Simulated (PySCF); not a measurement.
Species: C₃HF₇.
Z-matrix (Å and degrees, PBE0-D3(BJ)/def2-TZVP geometry), rows numbered from 1:
```
F 
C   1  1.3418
F   2  1.3421  1  108.94
C   2  1.5374  1  110.30  3   121.17
F   4  1.3431  2  107.53  1    62.26
F   4  1.3428  2  107.56  1   179.11
C   4  1.5486  2  117.11  1   -59.31
F   7  1.3258  4  110.65  2   -60.49
F   7  1.3255  4  110.72  2    60.50
F   7  1.3276  4  109.01  2  -179.97
H   2  1.0956  1  109.47  3  -119.68
```

All values: wB97X-D/pcSseg-2 (PySCF, non-relativistic), on one gas-phase PBE0-D3(BJ)/def2-TZVP geometry that isn't relaxed in the solvent. The solvent is an IEF-PCM continuum (van der Waals radii × 1.2). Specific hydrogen bonds and non-electrostatic terms are outside this model.

Gas phase at wB97X-D/pcSseg-2: HOMO -12.23 eV, LUMO 2.43 eV, dipole 1.49 D.

Q: What does the continuum do to the energy, the frontier levels and the dipole at wB97X-D/pcSseg-2 in chloroform?

A: 
| solvent | ε | E(solvent) − E(gas) (kcal/mol) | polarisation term (kcal/mol) | distortion of the solute (kcal/mol) | HOMO (eV) | LUMO (eV) | dipole (D) |
| --- | --- | --- | --- | --- | --- | --- | --- |
| chloroform | 4.711 | -2.17 | -2.38 | 0.21 | -12.05 | 2.83 | 1.76 |

The first energy column is the sum of the next two and covers electrostatics alone.

Q: Which radius a makes the point-dipole formula ΔE = −[(ε − 1)/(2ε + 1)]·μ²/a³ give the value in chloroform, with the gas-phase dipole?

A: μ = 0.585 au and |ΔE| = 0.00346 Eh give a = 1.74 Å; the farthest nucleus lies 2.40 Å from the centroid of the nuclei, so such a sphere wouldn't even hold the nuclei. The formula assumes a rigid point dipole at the centre of a sphere.

Time: 94 s of wall time; peak memory 1.9 GiB. Hardware: one thread of an Arm Neoverse V2, shared host with 32 logical CPUs at a one-minute load of 18. This is the whole shielding run at wB97X-D/pcSseg-2 in chloroform, SCF included.

wB97X-D is run here without its empirical dispersion term; that term would change no orbital, density or response property at a fixed geometry.
